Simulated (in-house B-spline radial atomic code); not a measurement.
S⁵⁺. Computed with a B-spline radial atomic code. Model: all-electron spherical atom, spin shells full or empty, radial basis limit, no spin-orbit coupling: exact exchange with a local potential (Slater, KLI or optimised effective potential, whose far tail is KLI's), no correlation.

Empty minority-spin level lies below the highest occupied level: each spin potential is zero at infinity, spin occupations fixed.

The run also made RPA and GW results, which its time includes.

The Slater potential averages the orbital exchange potentials with the orbital densities as weights, KLI adds orbital constants, and the optimised effective potential minimises the exact-exchange energy among local potentials. So their energies lie above Hartree-Fock in the order OEP, KLI, Slater. All fall off as −1/r, unlike LDA and GGA exchange.

Command:
```bash
python run_gw.py task.json out
```
Settings (lengths in bohr, energies in hartree):
```
Z                      16
electrons              11
configuration          [Ne] 3s1
hamiltonian            nr
method                 kli
lmax                   9
spin_polarised         True
box_radius             10.43
intervals              65
ion_configuration      [He] 2s2 2p6
```

Cost of the run: 3.9 s on 1 thread of Intel(R) Xeon(R) Platinum 8375C CPU @ 2.90GHz (Ice Lake), on a shared host.

Given: hamiltonian non-relativistic; mean-field start exchange-only KLI.

Computed: energy above Hartree-Fock 3.6929 millihartree; virial ratio -E/T less 1 0.000426.

```csv
radius (bohr),r times exchange potential up (hartree bohr),r times exchange potential down (hartree bohr)
0.00313,-0.039756,-0.041091
0.00378,-0.047967,-0.049579
0.00456,-0.057789,-0.059735
0.00551,-0.069701,-0.072054
0.00666,-0.084027,-0.086874
0.00804,-0.10106,-0.1045
0.00972,-0.12152,-0.12569
0.0117,-0.14521,-0.15024
0.0142,-0.17437,-0.1805
0.0171,-0.20703,-0.21443
0.0207,-0.24563,-0.25465
0.025,-0.28875,-0.29974
0.0302,-0.3363,-0.34971
0.0365,-0.38705,-0.40348
0.0441,-0.43842,-0.4586
0.0533,-0.48696,-0.51187
0.0644,-0.52768,-0.55851
0.0778,-0.55493,-0.59325
0.094,-0.56344,-0.61133
0.114,-0.55206,-0.61232
0.137,-0.5359,-0.61028
0.166,-0.55222,-0.64209
0.2,-0.63263,-0.73769
0.242,-0.76093,-0.88496
0.292,-0.89202,-1.0413
0.353,-0.99971,-1.1833
0.427,-1.0606,-1.2896
0.515,?,?
0.623,-0.98358,-1.347
0.752,-0.84806,-1.3067
0.909,-0.72708,-1.2426
1.1,?,?
1.33,-0.86718,-1.1127
1.6,-0.94185,-1.0656
1.94,-0.98115,-1.0303
2.34,-0.99559,-1.0085
2.83,-0.99941,-0.99732
```

**Question.** What belongs in the row 0.515?

**Answer.** r times exchange potential up (hartree bohr): -1.0578; r times exchange potential down (hartree bohr): -1.3447.

**Question.** What belongs in the row 1.1?

**Answer.** r times exchange potential up (hartree bohr): -0.76021; r times exchange potential down (hartree bohr): -1.1736.

```
occupied  level (hartree)  Hartree-Fock level (hartree)
   1s up          -91.473                       -95.079
 1s down          -91.971                       -95.048
   2s up                ?                             ?
 2s down          -11.564                       -11.885
   2p up          -9.0431                       -9.6129
 2p down          -9.5819                       -9.5906
   3s up          -3.2105                       -3.2113
```

**Question.** What belongs in the row 2s up?

**Answer.** level (hartree): -11.022; Hartree-Fock level (hartree): -11.941.

```csv
empty,level (hartree)
3s down,-3.4425
3p down,?
3p up,?
3d down,-2.3164
3d up,-2.0954
4s down,-1.6351
4s up,-1.5784
4p down,-1.4638
4p up,-1.408
```

**Question.** What belongs in the row 3p down?

**Answer.** level (hartree): -2.9538.

**Question.** What belongs in the row 3p up?

**Answer.** level (hartree): -2.7422.

The highest level, 3s up, differs from Hartree-Fock by +0.022 eV and the deepest, 1s down, by +83.7 eV: a local potential can match the highest level but can't give each shell its own exchange.
